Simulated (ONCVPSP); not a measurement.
# PBE ONCV dataset for Zn (Z = 30), scalar-relativistic all-electron reference.

ONCVPSP 4.0.1 input, shortened (lines: element, Z, core and valence counts, functional; n l f; lmax; l rc ep ncon nbas qcut; lloc lpopt rc5 dvloc0; l nproj debl; icmod fcfact rcfact), PBE, scalar-relativistic:

```
  Zn 30.00    3    4        4      upf
    1    0    2.00
    2    0    2.00
    2    1    6.00
    3    0    2.00
    3    1    6.00
    3    2   10.00
    4    0    1.50
    2
    0    0.90    0.00    4    7   12.60
    1    0.65    0.00    5   10   13.10
    2    1.40    0.00    4    9   10.10
    4    5    0.55    1.00
    0    2    3.80
    1    2    2.40
    2    2    1.50
    3    2.75    1.40
```

In the p channel the program set the typed energies aside and used -3.235, 0.250 Ha.

All-electron outer shells of the reference configuration (PBE, scalar-relativistic, ld1.x):

| shell | level (eV) | outermost node (bohr) | outermost maximum (bohr) |
| --- | --- | --- | --- |
| 2p | -1008.58 | – | 0.15 |
| 3s | -133.85 | 0.28 | 0.59 |
| 3p | -88.02 | 0.25 | 0.59 |
| 3d | -14.74 | – | 0.57 |
| 4s | -9.84 | 0.85 | 2.04 |

(1) Estimate the cutoffs (Ha) at which the residual kinetic energy of the hardest occupied pseudo-wave falls to 1 and 0.1 mHa per electron.

(2) Does the potential have ghost states?

(3) Which valence shell sets the plane-wave cutoff?

(4) Tests: 3s2 3p6 3d10 4s2; 3s2 3p6 3d10 4s1; 3s2 3p6 3d10 4s0; 3s2 3p5 3d10 4s2. Which has the largest error in its energy relative to the reference configuration, and how large is it?

Answers

(1) 103 Ha and 624 Ha.

(2) No bound ghost flagged; GHOST(+) flags only above 600 eV.

(3) 3p: 103 Ha for 1 mHa per electron, against 65 Ha for 3s.

(4) 3s2 3p5 3d10 4s2, with -272 meV (all-electron minus pseudo) on +88.09 eV.
